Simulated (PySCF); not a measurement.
Homolysis of single bonds, series Al I-H. All species are isolated molecules in the gas phase. Strings in code marks are SMILES.

These are PBE0-D3(BJ)/def2-TZVP in PySCF values and carry that method's errors. 

| species | dipole moment (D) |
|---|---|
| whole molecule (`[I][Al]([I])[I]`) | 0.00 |
| radical fragment (`[I]`) | 0.00 |
| radical fragment (`[I][Al][I]`) | 1.05 |
| whole molecule (`[I][AlH][I]`) | 0.55 |
| radical fragment (`[I][AlH]`) | 1.34 |
| whole molecule (`[AlH2][I]`) | 0.98 |
| whole molecule (`[AlH3]`) | 0.00 |
